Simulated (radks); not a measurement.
Charge is removed step by step from the 5s1/2 level of Xe2+, starting from [Kr] 4d10 5s2 5p4. Method: Dirac Kohn-Sham, PBE, spin-unpolarised, spherical densities, finite nucleus; open shells fill j = l - 1/2 first; Fermi nuclear charge, rms radius 4.7859 fm; computed with a radial shooting solver on a logarithmic mesh with Libxc functionals.

| removed (e) | E - E(0) (eV) | eigenvalue (eV) | E minus straight line (eV) |
|---|---|---|---|
| 0 | 0.000 | -39.141 | 0.000 |
| 0.1 | 3.971 | -40.279 | -0.521 |
| 0.2 | 8.056 | -41.423 | -0.928 |
| 0.3 | 12.256 | -42.574 | -1.220 |
| 0.4 | 16.571 | -43.732 | -1.397 |
| 0.5 | 21.002 | -44.895 | -1.458 |
| 0.6 | 25.550 | -46.065 | -1.402 |
| 0.7 | 30.215 | -47.241 | -1.229 |
| 0.8 | 34.999 | -48.422 | -0.938 |
| 0.9 | 39.900 | -49.610 | -0.529 |
| 1 | 44.921 | -50.803 | 0.000 |

Removing the whole electron costs 44.921 eV by Delta-SCF, against 39.141 eV from minus the eigenvalue at the starting occupation. Slater's transition state (half an electron removed) gives 44.895 eV. Integrating minus the eigenvalue over the occupation (Janak's theorem) gives 44.921 eV. The mean slope of the eigenvalue, de/dn, is 11.7 eV per electron.
